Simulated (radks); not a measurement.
Values are calculated unless marked as measured or tabulated.
Question: Pd35+, configuration [Ne] 3s1. Code: a radial shooting solver on a logarithmic mesh with Libxc functionals. Model: scalar-relativistic Kohn-Sham, r2SCAN, spin-polarised, spherical densities, finite nucleus; open shells are filled with parallel spins first (spin-orbit coupling, left out, can overturn this in heavy ions); meta-GGA in the generalised Kohn-Sham scheme; Fermi nuclear charge, rms radius 4.5318 fm. Some entries of the table are withheld. Estimate them.

orbital,occ.,eigenvalue (eV),<r> (bohr)
1s up,1,-26296.15,0.03183
1s down,1,-26294.04,0.03183
2s up,1,(1),0.1356
2s down,1,(2),0.1356
2p up,3,-5161.120,0.1180
2p down,3,-5158.744,0.1179
3s up,1,-2225.070,0.3278
3s down,0,-2185.198,0.3285

Answer: 
(1) 2s up eigenvalue (eV): -5508.066
(2) 2s down eigenvalue (eV): -5506.119
